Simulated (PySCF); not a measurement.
InCl₂, SMILES [Cl][In+][Cl], charge +1.

The structure is a stationary point at B3LYP-D3(BJ)/def2-TZVP. The multiplicity is an assumed one; other spin states were not compared. The isomer is the one that the SMILES or the coordinates give; other isomers of the formula were not compared. The def2 effective core potentials stand for the cores of In; spin–orbit coupling is left out.

Level of theory: TDDFT-B3LYP/def2-SVPD (PySCF).

Vertical excitations; the highest root listed may be one member of a degenerate set. The molecule is in vacuum. State labels are in the subgroup D2h.

Q: List the lowest excited states. (An estimate is asked for; the answer gives what the named calculation found.)

A: 
| state | symmetry | energy (eV) | λ (nm) | f | main pairs |
|---|---|---|---|---|---|
| S1 | B2g | 4.01 | 309 | 0.000 | HOMO−1→LUMO (degenerate set) |
| S2 | B3g | 4.01 | 309 | 0.000 | HOMO→LUMO (degenerate set) |
| S3 | B2u | 4.46 | 278 | 0.014 | HOMO−3→LUMO (degenerate set) |
| S4 | B3u | 4.46 | 278 | 0.014 | HOMO−2→LUMO (degenerate set) |
| S5 | B1u | 6.08 | 204 | 0.031 | HOMO−4→LUMO 45 %, HOMO−1→LUMO+2 27 %, HOMO→LUMO+1 27 % |
| S6 | Au | 6.18 | 201 | 0.000 | HOMO→LUMO+2 50 %, HOMO−1→LUMO+1 50 % |
| S7 | B1u | 6.23 | 199 | 0.000 | HOMO→LUMO+1, HOMO−1→LUMO+2 (degenerate set) |
| S8 | Au | 6.23 | 199 | 0.000 | HOMO−1→LUMO+1, HOMO→LUMO+2 (degenerate set) |
| S9 | B1g | 6.56 | 189 | 0.000 | HOMO−3→LUMO+2 50 %, HOMO−2→LUMO+1 50 % |
| S10 | Ag | 6.66 | 186 | 0.000 | HOMO−2→LUMO+2 50 %, HOMO−3→LUMO+1 50 % |
| T1 | B3g | 3.58 | 346 | 0 | HOMO→LUMO (degenerate set) |
| T2 | B2g | 3.58 | 346 | 0 | HOMO−1→LUMO (degenerate set) |
| T3 | B3u | 3.97 | 312 | 0 | HOMO−2→LUMO (degenerate set) |
| T4 | B2u | 3.97 | 312 | 0 | HOMO−3→LUMO (degenerate set) |
Triplets are in the Tamm–Dancoff approximation, which puts them higher than full response would, so one can lie above its singlet here.
